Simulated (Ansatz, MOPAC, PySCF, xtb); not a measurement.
Diatomic GaCu, closed-shell singlet (lowest of 2S+1 = 1, 3 at CCSD(T)/def2-TZVPP on PBE0 minima; our sources give no spin for the ground state, which may be another). No spin–orbit coupling. Cu is treated without relativity. Ga is treated without relativity.

Seven points along R, fitted to fifth degree in 1/R; most abundant isotopes. In def2 and cc sets the state is the lowest found near the PBE0 minimum, followed along R. The singlet is held restricted.

Correlated levels freeze the inner cores; with def2 sets outer-core shells near the valence are correlated too. CBS(a, b) extrapolates the correlation energy as X⁻³ and adds the Hartree–Fock energy of set b. Rows in LANL2DZ carry no dispersion term and start afresh at each structure. LANL2DZ brings its own core potentials from Na on. The state that PM7 reach isn't checked; PM7 holds dispersion and hydrogen-bond terms.

Run with Ansatz (Gaussian basis) for Hartree–Fock, density functionals and correlated methods; MOPAC for PM7 (differences of heats of formation); PySCF for LANL2DZ rows; xtb for the GFN methods. Values without a source in brackets are computed.

```
level                                r_e (Å)  ω_e (cm⁻¹)  ω_e x_e (cm⁻¹)  dipole (D)
-----------------------------------  -------  ----------  --------------  ----------
PM7                                    2.499         421             1.0           -
GFN1-xTB                               2.449           ?             1.0           -
GFN2-xTB                               2.489         182            0.62           -
B97M-V/def2-TZVPP                      2.409         209            0.69        1.11
B3LYP/LANL2DZ                          2.455         199            0.68        0.54
CCSD/def2-QZVPP                        2.409         202            0.54           -
CCSD(T)/def2-TZVPP                     2.391         216            0.71           -
CCSD(T)/CBS(def2-TZVPP, def2-QZVPP)        ?           ?            0.65           -
```

Q: Fill in the missing entries.

A: 
- CCSD(T)/CBS(def2-TZVPP, def2-QZVPP), r_e (Å): 2.359
- CCSD(T)/CBS(def2-TZVPP, def2-QZVPP), ω_e (cm⁻¹): 214
- GFN1-xTB, ω_e (cm⁻¹): 200

Doubts at one or more of the structures used: a restricted determinant that unrestricted orbitals would lower (CCSD/def2-QZVPP, CCSD(T)/def2-TZVPP, CCSD(T)/CBS(def2-TZVPP, def2-QZVPP)).

Ansatz is a program for electronic structure.
